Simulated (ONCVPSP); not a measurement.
Potentials for W compared

Generated with ld1.x 7.5 (TM, RRKJ, ultrasoft, PAW), atompaw 4.2 or ONCVPSP 4.0.1. The cutoff is in Ry: for ld1.x and atompaw files where the sum of valence levels is converged to 10 mRy in a Bessel basis, for ONCV files where the hardest occupied wave has 1 mHa per electron of residual kinetic energy. The error is the largest all-electron minus pseudo excitation energy over each file’s own four to seven test configurations (ionisations up to +4, promotions, holes and added fractions of an electron), all of which were solved. The labels leave out finer settings (local radius, basis sizes, second energies), which also bear on the numbers. Spin-polarised tests are not counted. The rows are a selection from randomly drawn settings: files with unsolved tests, undetermined cutoffs or missed reference levels are left out.

A true bound ghost makes a file unfit for plane-wave use even where its test errors are small: the radial tests pick states by their node count and pass the ghost by.

| potential | cutoff (Ry) | largest error (meV) | bound ghosts |
| --- | --- | --- | --- |
| ONCV, PBE, scalar-relativistic, rc 1.45/1.60/2.40/2.15 (spdf), local smoothed, core correction yes, reference 5s2 5p6 5d4.5 6s1.5, qcut 7.5/10.3/6.7/5.3, projectors 2/2/2/2 | 61 | +5.7 | f |
| ONCV, LDA (Perdew-Wang 92), scalar-relativistic, rc 2.00/1.90/2.35 (spd), local smoothed, core correction yes, reference 5s2 5p6 5d4 6s2, qcut 7.9/7.1/7.7, projectors 3/2/3 | 31 | -17 | none |
| ONCV, PBE, scalar-relativistic, rc 1.90/2.10/2.85 (spd), local smoothed, core correction yes, reference 5s2 5p6 5d4.5 6s1.5, qcut 7/6.6/6.2, projectors 3/2/2 | 32 | -17 | none |
| ONCV, PBE, scalar-relativistic, rc 1.95/1.75/2.25 (spd), local smoothed, core correction yes, reference 5s2 5p6 5d4 6s1, qcut 5.5/9.5/5.9, projectors 2/2/3 | 51 | -5.7 | none |
| ONCV, PBEsol, scalar-relativistic, rc 2.80/2.25/2.80 (spd), local smoothed, core correction yes, reference 5p6 5d4 6s1.5 6p0.5, qcut 2.3/5.6/6.3, projectors 2/2/2 | 25 | -24 | none |

Question: Fill in the row for W: ONCV, LDA (Perdew-Wang 92), scalar-relativistic, rc 2.75/2.70/2.15 (spd), local smoothed, core correction yes, reference 5d4 6s2, qcut 2.4/3/6.2, projectors 2/2/1.

Answer: cutoff 26 Ry, largest error -773 meV, bound ghosts: none.

Question: Fill in the row for W: ONCV, PBE, scalar-relativistic, rc 1.70/1.80/1.75/0.70 (spdf), local smoothed, core correction no, reference 4f13.5 5s2 5p6 5d4.5 6s2, qcut 6.4/6.4/6.1/24.2, projectors 2/2/2/1.

Answer: cutoff 532 Ry, largest error -82 meV, bound ghosts: s, p, d.

Question: Fill in the row for W: ONCV, PBE, scalar-relativistic, rc 1.25/1.75/1.75/0.75 (spdf), local smoothed, core correction yes, reference 4f14 5s2 5p6 5d3, qcut 5.3/6.8/5.1/22, projectors 2/2/2/3.

Answer: cutoff 432 Ry, largest error -324 meV, bound ghosts: s, p.
